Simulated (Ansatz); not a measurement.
The cluster Zn₅Cu₂, relaxed as a singlet with RKS B3LYP-D4/def2-SVP in Ansatz, starting from the GFN1-xTB geometry. Force threshold 0.02 eV/Å.

The restricted singlet is unstable towards broken spin symmetry in Hartree–Fock (as tested in another run); at B3LYP-D4/def2-SVP this wasn't settled. The relaxation made no stability test and no search for a lower SCF solution. No other spin state of charge 0 was run. Another isomer (singlet) lies 0.16 eV lower at PBE0-D4/def2-TZVP; other spin states weren't run for this one.

Start:

```xyz
7

Cu    0.3690    1.3440   -1.2391
Cu   -0.0807    2.0647    0.8827
Zn    1.7666   -0.5311   -1.8351
Zn   -0.8679   -0.3618   -2.4279
Zn    0.0004   -2.0309   -0.5748
Zn   -0.5883   -1.4829    2.2803
Zn   -0.5990    0.9980    2.9139
```

| step | energy (eV) | largest force component (eV/Å) | SCF passes |
| --- | --- | --- | --- |
| 1 | -331344.1688 | 0.422 | 23 |
| 2 | -331344.2626 | 0.153 | 31 |
| 3 | -331344.2945 | 0.129 | 29 |
| 4 | -331344.3366 | 0.240 | 29 |
| 5 | -331344.4211 | 0.342 | 29 |
| 6 | -331344.5478 | 0.349 | 29 |
| 7 | -331344.6166 | 0.206 | 29 |
| 8 | -331344.6306 | 0.042 | 31 |
| 9 | -331344.6508 | 0.132 | 30 |
| 10 | -331344.7005 | 0.256 | 28 |
| 11 | -331344.7566 | 0.179 | 29 |
| 12 | -331344.7719 | 0.052 | 31 |
| 13 | -331344.7725 | 0.057 | 30 |
| 14 | -331344.7733 | 0.008 | 32 |

Force components are those of the run's own axes.

End:

```xyz
7

Cu    0.5545    1.8283   -1.9480
Cu    0.0231    1.1065    0.2063
Zn    1.6908   -0.3302   -1.4822
Zn   -0.9333   -0.1611   -2.0568
Zn   -0.0966   -1.3688    0.0825
Zn   -0.6924   -1.8658    2.5866
Zn   -0.5462    0.7911    2.6116
```

Bonds formed: Cu2–Zn3, Cu2–Zn4, Cu2–Zn5 (atoms count from 1).

No frequencies were taken in this run, so the end may be a saddle point.

Hardware: 4 threads of Arm Neoverse N1 on a shared host. Wall time 4.8 min, peak host memory 1 GiB.
